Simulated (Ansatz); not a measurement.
`[OH][In]([SH])[Br]` and `[NH2][In]([SH])[Br]` differ in one atom or group.

Ansatz, PBE0-D4/def2-TZVP geometries, multiplicity 1. Each molecule was computed in one conformer, which needn't be the lowest.

Elements past krypton have def2 core potentials. Scalar relativity is left out up to krypton.

```json
{"property": "size of the dipole moment (PBE/def2-TZVPP) / D", "`[OH][In]([SH])[Br]`": "0.88"}
{"property": "HOMO energy (B3LYP/def2-TZVPP) / eV", "`[OH][In]([SH])[Br]`": "-7.77"}
{"property": "HOMO energy (PBE/def2-TZVPP) / eV", "`[OH][In]([SH])[Br]`": "-6.77"}
{"property": "size of the dipole moment (ωB97M-V/def2-TZVPP) / D", "`[OH][In]([SH])[Br]`": "0.77"}
{"property": "LUMO energy (PBE/def2-TZVPP) / eV", "`[OH][In]([SH])[Br]`": "-3.02"}
{"property": "HOMO–LUMO gap (B3LYP/def2-TZVPP) / eV", "`[OH][In]([SH])[Br]`": "5.30"}
```

(1) What does the change do to each property? (An estimate is asked.)

## Answers

(1) Computed: 
| property | `[NH2][In]([SH])[Br]` | shift |
| --- | --- | --- |
| size of the dipole moment (PBE/def2-TZVPP) / D | 1.92 | 1.04 |
| HOMO energy (B3LYP/def2-TZVPP) / eV | -7.36 | 0.41 |
| HOMO energy (PBE/def2-TZVPP) / eV | -6.30 | 0.47 |
| size of the dipole moment (ωB97M-V/def2-TZVPP) / D | 1.94 | 1.17 |
| LUMO energy (PBE/def2-TZVPP) / eV | -2.59 | 0.43 |
| HOMO–LUMO gap (B3LYP/def2-TZVPP) / eV | 5.32 | 0.02 |

Dipoles are sizes alone; their direction can turn.

B3LYP here is the variant with VWN-RPA as its local correlation; programs differ in this.

Spin–orbit coupling is left out; it splits and shifts lone-pair levels of the heavy atoms by tenths of an eV.
